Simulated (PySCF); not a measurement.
F₆Ir, neutral, multiplicity 4. Atoms are numbered in the order given.

```xyz
7

Ir     0.0000     0.0000     0.0000
F      0.0000     1.8397     0.0000
F      0.0000    -1.8397     0.0000
F      0.0000     0.0000    -1.8397
F      1.8397     0.0000     0.0000
F     -1.8397     0.0000     0.0000
F      0.0000     0.0000     1.8397
```
Charge 0, spin multiplicity 4.

The structure is a stationary point at PBE0-D3(BJ)/def2-SVP. The spin state was assumed, not searched. The isomer is the one that the SMILES or the coordinates give; other isomers of the formula were not compared. The def2 effective core potentials stand for the cores of Ir; spin–orbit coupling is left out.

These are PBE0/def2-TZVP run with PySCF values and carry that method's errors.

ESP charges are fitted to the potential on shells at 1.4 to 2.0 van der Waals radii. Atomic charges (e):

```tsv
atom	ESP fit	Löwdin	Mulliken spin
Ir1	1.04	1.09	1.93
F2	-0.17	-0.18	0.18
F3	-0.17	-0.18	0.18
F4	-0.17	-0.18	0.18
F5	-0.17	-0.18	0.18
F6	-0.17	-0.18	0.18
F7	-0.17	-0.18	0.18
```
